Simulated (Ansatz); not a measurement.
A series at Ge: from `[F][Ge]([F])([F])[F]`, ligands are replaced one by one, each step taking up H₂S and setting free H–F; n counts the steps. Ansatz, PBE0-D4/def2-TZVP geometries. Each molecule was computed in one conformer, which needn't be the lowest.

```csv
n,molecule,"HOMO energy, ωB97M-V/def2-TZVPP (eV)"
0,`[F][Ge]([F])([F])[F]`,?
1,`[F][Ge]([F])([F])[SH]`,-11.13
2,`[F][Ge]([F])([SH])[SH]`,-10.65
3,`[F][Ge]([SH])([SH])[SH]`,-9.96
4,`[SH][Ge]([SH])([SH])[SH]`,-9.78
```

Problem. By hand: fit a straight line y = ȳ + b (n − n̄) to the 4 given rows and predict n = 0.

Solution. n̄ = 2.500, ȳ = -10.380; Σ(n − n̄)(y − ȳ) = 2.370, Σ(n − n̄)² = 5.000, so b = 0.474 eV a step. Prediction: -10.380 + (0.474) × (-2.500) = -11.57 eV.

Problem. By hand: compare with the computed value, -15.22 eV, and give the steps along the whole series.

Solution. The line misses by -3.65 eV (computed minus predicted). Steps: 4.09, 0.48, 0.69, 0.18 eV.

One step carries most of the change, so a line is a poor guide. The highest orbital can change its character along such a series. The miss is 67.1 % of the series' range.
